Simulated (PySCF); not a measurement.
C3H7BFN, SMILES C=CB(NC)F.

Coordinates come from a ωB97X-D3(BJ)/def2-SVP optimisation. The structure was generated by enumeration, and PubChem lists no compound with its InChIKey, so it may never have been made. One conformer was computed; it need not be the lowest.

Level of theory: TDA-PBE/def2-SVPD in PySCF.

Vertical excitations.  State labels are in the subgroup Cs.

**Question.** List the lowest excited states. (Estimate from the structure and the level; the computed values follow.)

**Answer.** 
```csv
state,symmetry,energy (eV),λ (nm),f,main pairs
S1,A',5.44,228,0.281,"HOMO→LUMO 74 %, HOMO−1→LUMO 20 %"
S2,A",5.92,209,0.001,HOMO→LUMO+1 100 %
S3,A",6.24,199,0.000,HOMO−2→LUMO 99 %
S4,A",6.82,182,0.009,HOMO−1→LUMO+1 95 %
S5,A",6.85,181,0.000,HOMO→LUMO+2 87 %
S6,A",6.90,180,0.013,HOMO→LUMO+3 85 %
S7,A',7.07,175,0.477,"HOMO−1→LUMO 56 %, HOMO→LUMO 18 %, HOMO→LUMO+5 13 %"
S8,A',7.39,168,0.018,HOMO−2→LUMO+1 98 %
S9,A",7.44,167,0.010,HOMO→LUMO+4 96 %
S10,A",7.51,165,0.001,HOMO−3→LUMO 94 %
T1,A',3.92,317,0,"HOMO→LUMO 85 %, HOMO−1→LUMO 14 %"
T2,A',4.80,258,0,"HOMO−1→LUMO 84 %, HOMO→LUMO 14 %"
T3,A",5.67,219,0,HOMO−2→LUMO 100 %
T4,A",5.81,213,0,HOMO→LUMO+1 100 %
```
Triplets are in the Tamm–Dancoff approximation.
